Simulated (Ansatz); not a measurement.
One change: `N[Si](N)(O)F` becomes `N[Si](N)(O)Br`.

Ansatz, PBE0-D4/def2-TZVP geometries, multiplicity 1. Each molecule was computed in one conformer, which needn't be the lowest.

Scalar relativity is left out up to krypton.

```json
{"property": "HOMO energy (ωB97M-V/def2-TZVPP) / eV", "`N[Si](N)(O)F`": "-10.10"}
{"property": "HOMO–LUMO gap (PBE0/def2-TZVPP) / eV", "`N[Si](N)(O)F`": "8.41"}
{"property": "HOMO–LUMO gap (PBE/def2-TZVPP) / eV", "`N[Si](N)(O)F`": "6.03"}
{"property": "size of the dipole moment (ωB97M-V/def2-TZVPP) / D", "`N[Si](N)(O)F`": "1.10"}
{"property": "LUMO energy (PBE/def2-TZVPP) / eV", "`N[Si](N)(O)F`": "-0.10"}
{"property": "LUMO energy (B3LYP/def2-TZVPP) / eV", "`N[Si](N)(O)F`": "0.36"}
```

**Question.** Give the same properties after the change, and the shifts. (An estimate is asked.)

**Answer.** Ansatz gave: 
```csv
property,`N[Si](N)(O)Br`,shift
HOMO energy (ωB97M-V/def2-TZVPP) / eV,-9.97,0.13
HOMO–LUMO gap (PBE0/def2-TZVPP) / eV,8.31,-0.10
HOMO–LUMO gap (PBE/def2-TZVPP) / eV,6.02,-0.01
size of the dipole moment (ωB97M-V/def2-TZVPP) / D,1.44,0.34
LUMO energy (PBE/def2-TZVPP) / eV,-0.21,-0.11
LUMO energy (B3LYP/def2-TZVPP) / eV,0.28,-0.08
```

Dipoles are sizes alone; their direction can turn.

B3LYP here is the variant with VWN-RPA as its local correlation; programs differ in this.

Spin–orbit coupling is left out; it splits and shifts lone-pair levels of the heavy atoms by tenths of an eV.
